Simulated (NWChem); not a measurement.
Species: C8H7NS2; SMILES Cc1ccsc1-c1nccs1

```xyz
18

C     -2.5071     1.2620     0.0000
C     -1.0446     1.5698     0.0000
C     -0.5200     2.8942     0.0000
C      0.8484     2.9452     0.0000
S      1.5379     1.3799     0.0000
C     -0.0246     0.6267     0.0000
C     -0.1543    -0.8164     0.0000
N     -1.2911    -1.4610     0.0000
C     -1.1016    -2.8068     0.0000
C      0.1995    -3.2296     0.0000
S      1.2480    -1.8698     0.0000
H     -3.0966     2.1895     0.0000
H     -2.7880     0.6589    -0.8760
H     -2.7880     0.6589     0.8760
H     -1.1518     3.7841     0.0000
H      1.4912     3.8245     0.0000
H     -1.9659    -3.4738     0.0000
H      0.5865    -4.2468     0.0000
```
Atoms are numbered in this order, from 1.

All runs: NWChem. Structure relaxed at the PBE0/def2-SVP level. Not confirmed as a minimum by frequencies. Total energies compare along this basis series because the functional is fixed.

```
level          basis functions  energy (Ha)  highest occupied level (eV)  orbital gap (eV)  dipole (D)
-------------  ---------------  -----------  ---------------------------  ----------------  ----------
TPSS/pcseg-1               197   -1160.2020                            ?                 ?           ?
TPSS/STO-3G                 70   -1147.1014                        -2.90              3.59        2.09
TPSS/def2-SVP              197   -1159.8040                        -5.21              3.07        0.18
```

Some entries are withheld; supply them.


- TPSS/pcseg-1, highest occupied level (eV): -5.31
- TPSS/pcseg-1, orbital gap (eV): 3.03
- TPSS/pcseg-1, dipole (D): 0.24
